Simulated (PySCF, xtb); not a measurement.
2-bromofuran (C₄H₃BrO), SMILES Brc1ccco1.

Harmonic wavenumbers (cm⁻¹) from xtb with GFN2-xTB at its own minimum, in rising order: 200, 234, 346, 580, 597, 764, 818, 843, 855, 888, 1031, 1069, 1110, 1171, 1213, 1355, 1449, 1558, 3179, 3193, 3202.

Q: What does PBE-D3(BJ)/def2-SVP (PySCF) give at its own minimum? (The exact figures need the calculation; the answer reports its results.)

A: 196, 260, 367, 596, 614, 704, 780, 853, 869, 896, 990, 1052, 1127, 1175, 1199, 1373, 1468, 1557, 3188, 3210, 3221. Paired by order, the mean absolute difference is 19 cm⁻¹ and the zero-point energies are 36.7 and 36.7 kcal/mol.
